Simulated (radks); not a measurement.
Q: Neutral calcium, configuration [Ar] 3d1 4s1 (not the ground configuration). Calculated with a radial shooting solver on a logarithmic mesh with Libxc functionals: scalar-relativistic Kohn-Sham, PBE, spin-polarised, spherical densities, finite nucleus; open shells are filled with parallel spins first; Fermi nuclear charge, rms radius 3.4776 fm. Some entries of the table are withheld. Estimate them.

orbital,occ.,eigenvalue (hartree),<r> (bohr)
1s up,1,-145.0542,0.07684
1s down,1,-145.0538,0.07684
2s up,1,-15.12769,0.3643
2s down,1,-15.12398,0.3642
2p up,3,-12.20264,(1)
2p down,3,-12.19968,(2)
3s up,1,-1.64789,1.165
3s down,1,-1.63020,1.162
3p up,3,(3),1.290
3p down,3,(4),1.284
4s up,1,-0.13405,4.163
3d up,1,-0.03616,3.312

A: 
(1) 2p up <r> (bohr): 0.3277
(2) 2p down <r> (bohr): 0.3277
(3) 3p up eigenvalue (hartree): -0.95299
(4) 3p down eigenvalue (hartree): -0.93349
